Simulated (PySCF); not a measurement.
# Ionisation energy of Cu²⁺ by level of theory

Cu²⁺ [Ar] 3d9 (2D) → Cu³⁺ [Ar] 3d8 (3F), as a difference of total energies. All numbers are calculated (PySCF 2.14, scalar relativity through the core potential, in aug-cc-pVTZ-PP with ECP10MDF (6s6p5d3f2g, 88 functions)). Correlated levels: valence: 3s2 3p6 frozen. The calculations carry no spin-orbit coupling.

```
           method  ionisation energy (eV)  difference from reference (eV)
              UHF                  34.048                          -2.793
    MP2 (valence)                  36.848                          +0.007
SCS-MP2 (valence)                  36.611                          -0.230
   CCSD (valence)                  36.352                          -0.489
CCSD(T) (valence)                  36.473                          -0.368
```

Reference: 36.841 ± 0.012 eV (measured; NIST Atomic Spectra Database, ionization energies).

The reference lies between the lowest fine-structure levels, while these numbers refer to the centres of the terms.

Errors of the correlated levels include the incompleteness of this basis and the frozen core.
